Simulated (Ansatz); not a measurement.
Input for Ansatz (development build ahead of 0.2.0):

```yaml
crystal:
  periodic: [false, false, false]
  atoms:
    - { symbol: Cr, position_ang: [0.0, 0.0, 0.0] }
    - { symbol: Cl, position_ang: [0.0, 0.0, 2.21] }
basis:
  gaussian: { orbitals: pcseg-2 }
magnetization:
  initial_magnetization: 3
hamiltonian:
  xc: hf
```

The input is written out in the form of the current development build from the run's settings.

The run gave:

* Converged: yes
* Total energy: -1502.79012 hartree
* Spin squared of the determinant: 3.750
* Stability test: minimum among restricted orbitals

Caution: no unrestricted run beside it, a lower state can exist.
